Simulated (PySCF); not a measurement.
**A ladder of Hamiltonians for Pr⁴⁵⁺ (praseodymium, charge +45)**

Occupied: 1s1/2, 2s1/2, 2p1/2, 2p3/2, 3s1/2, 3p1/2. Hartree-Fock calculated with PySCF 2.14 in an uncontracted even-tempered set (17 s from 4.7 bohr⁻², ratio 2.7; 13 p from 5.6 bohr⁻², ratio 2.7), Gaussian nucleus throughout. NR is non-relativistic, sf-X2C the spin-free one-electron X2C Hamiltonian, X2C adds the bare one-electron spin-orbit term, X2C-SNSO screens it by Boettger's factors, DC is four-component Dirac-Coulomb, and the Gaunt and Breit terms are added at first order (total energies over the DC spinors, levels after relaxing the spinors in that mean field). QED terms are absent. Levels marked empty are virtual spinors of this ion; the basis has s and p functions only, so 3d, which can lie below the n = 4 levels, is absent.

| Hamiltonian | E (hartree) |
| --- | --- |
| X2C | -7317.2214 |
| X2C-SNSO | -7316.7100 |
| DC | -7319.2191 |
| DC+Gaunt | -7311.8266 |
| DC+Breit | -7312.4996 |

```json
{"level (eV)": "1s1/2", "X2C": "-45177.3", "X2C-SNSO": "-45178.0", "DC": "-45218.3", "DC+Gaunt": "-45101.5", "DC+Breit": "-45109.5"}
{"level (eV)": "2s1/2", "X2C": "-9731.2", "X2C-SNSO": "-9731.5", "DC": "-9736.6", "DC+Gaunt": "-9724.6", "DC+Breit": "-9725.5"}
{"level (eV)": "2p1/2", "X2C": "-9390.2", "X2C-SNSO": "-9376.8", "DC": "-9379.2", "DC+Gaunt": "-9358.6", "DC+Breit": "-9360.8"}
{"level (eV)": "2p3/2", "X2C": "-8860.2", "X2C-SNSO": "-8865.5", "DC": "-8869.3", "DC+Gaunt": "-8855.2", "DC+Breit": "-8857.3"}
{"level (eV)": "3s1/2", "X2C": "-3847.3", "X2C-SNSO": "-3847.4", "DC": "-3848.6", "DC+Gaunt": "-3845.7", "DC+Breit": "-3846.0"}
{"level (eV)": "3p1/2", "X2C": "-3733.3", "X2C-SNSO": "-3729.9", "DC": "-3730.5", "DC+Gaunt": "-3725.4", "DC+Breit": "-3726.1"}
{"level (eV)": "3p3/2 (empty)", "X2C": "-3510.3", "X2C-SNSO": "-3511.7", "DC": "-3512.4", "DC+Gaunt": "-3509.1", "DC+Breit": "-3509.8"}
{"level (eV)": "4s1/2 (empty)", "X2C": "-1981.6", "X2C-SNSO": "-1981.6", "DC": "-1982.0", "DC+Gaunt": "-1981.0", "DC+Breit": "-1981.1"}
```

Problem. How large are the two-electron picture-change error of X2C and the Breit correction in the total energy?

Solution. X2C-1e lies 1.9977 hartree above Dirac-Coulomb; Gaunt adds 7.3925 and the full Breit term 6.7195 hartree.

| interval (eV) | X2C | X2C-SNSO | DC | DC+Gaunt | DC+Breit |
| --- | --- | --- | --- | --- | --- |
| 2p3/2 − 2p1/2 | 530.0 | 511.2 | 509.9 | 503.3 | 503.4 |

Weight of the small component: 1s1/2 0.0478, 2s1/2 0.0108, 2p1/2 0.0107, 2p3/2 0.0101, 3s1/2 0.00404, 3p1/2 0.00399, 3p3/2 0.00379, 4s1/2 0.00187.

Koopmans' value for the highest occupied level at DC+Breit: 3726.1 eV, against an ionisation energy of 3729 ± 4 eV (theoretical estimate listed by NIST; NIST Atomic Spectra Database, ionization energies); the former lacks relaxation, correlation, QED and recoil.

The whole ladder took 72 s of wall time on 1 thread of Neoverse-V1 (shared host), launched as `OMP_NUM_THREADS=1 python relrun2.py TASK.json OUT` (a driver that calls PySCF for each Hamiltonian).
